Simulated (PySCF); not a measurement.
C₅H₁₀O₂Si.
SMILES: `CC[Si@]1(O)CC=CO1`

The calculation used PySCF 2.14.0, density-fitted response routines, TDDFT B3LYP/def2-SVPD, vertical, gas phase, core orbitals frozen in the response. The structure is a single GFN2-xTB conformer in the gas phase; no vibrational or solvent corrections. Torsions of this conformer, `[CH3:1][CH2:2][Si@:3]1([OH:4])[CH2:5][CH:6]=[CH:7][O:8]1`: C1–C2–Si3–O4 51°, H–O4–Si3–C2 162°.

```tsv
state	E (eV)	λ (nm)	f	main configurations (H = HOMO, L = LUMO)
S1	5.44	227.9	0.0027	H→L (97%)
S2	6.07	204.4	0.017	H→L+2 (59%), H→L+1 (23%), H→L+3 (14%)
S3	6.36	195.0	0.0089	H→L+3 (73%), H→L+1 (24%)
S4	6.55	189.2	0.103	H→L+1 (41%), H→L+2 (32%), H→L+3 (11%)
S5	6.83	181.5	0.0015	H→L+4 (87%)
S6	6.92	179.2	0.037	H-1→L (63%), H→L+5 (31%)
S7	6.94	178.6	0.037	H→L+5 (47%), H-1→L (31%)
S8	7.30	169.8	0.0009	H→L+6 (48%), H-1→L+1 (43%)
```

Triplets (Tamm–Dancoff): T1 4.28 eV, H→L+1 (80%), H→L+2 (11%); T2 5.38 eV, H→L (93%); T3 6.00 eV, H→L+2 (72%), H→L+3 (17%).

The lowest singlet lies at 5.44 eV (228 nm, ultraviolet) and is very weak; its leading configuration is HOMO→LUMO (97%). The strongest level in the table is S4 at 6.55 eV (189 nm, f = 0.103). Löwdin shares by element: HOMO carbon 64% or more, oxygen 23% or more; LUMO oxygen 24% or more, silicon 20%, hydrogen 14% or more, carbon 6% or more (atoms not listed hold the other 37%). Weighted by f, the mean energy of these states is 6.63 eV. Orbital energies (eV): HOMO-3 -9.44, HOMO-2 -8.92, HOMO-1 -7.83, HOMO -6.28, LUMO -0.06, LUMO+1 0.52, LUMO+2 0.77. The listed states span 1.86 eV, and the widest gap between neighbours is 0.63 eV (S1 to S2). Only the lowest 8 singlets were computed, as vertical energies without vibronic structure.

Time: 1.7 min of wall time; peak memory 1.1 GiB. Hardware: Arm Neoverse N1, one thread, shared host with 64 logical CPUs at a one-minute load of 58.
